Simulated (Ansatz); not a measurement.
Computed with Ansatz on PBE0-D4/def2-TZVP structures; ΔE is electronic, products minus reactants. CCSD(T)/CBS adds triple-zeta CCSD(T) − MP2 to the extrapolated MP2 energy (def2 sets, frozen cores). DFT in def2-TZVPP. Elements past krypton have def2 core potentials. For Sn outer-core shells are correlated without core-valence functions, which leaves a few kJ/mol of doubt a bond. Each species was taken in one conformer, which may not be the lowest.

Reaction (ligand exchange at the Si–C bond): `O[SiH2][CH2][SnH3]` + `O[Si](F)(Cl)Cl` → `O[SiH2]O[Si](F)(Cl)Cl` + `[CH3][SnH3]`

```csv
species,ωB97M-V energy (Eh)
`O[SiH2][CH2][SnH3]`,-621.89093
`O[Si](F)(Cl)Cl`,-1385.81670
`O[SiH2]O[Si](F)(Cl)Cl`,-1751.84067
`[CH3][SnH3]`,-255.91235
```

Question: Work out ΔE.

Answer: ΔE = (-1751.84067) + (-255.91235) − (-621.89093) − (-1385.81670) = -0.04539 Eh = -28.5 kcal/mol. CCSD(T)/CBS gives -28.3 kcal/mol.

Largest T1 diagnostic among the species: 0.012.

From PBE to PBE0 (25 % exact exchange), in def2-TZVPP and without D4, ΔE moves by −1.2 kcal/mol. In def2-TZVPP, CCSD(T) changes the Hartree–Fock value by +5.8 kcal/mol (the triples alone add +0.8 kcal/mol) and MP2 by +5.9 kcal/mol.
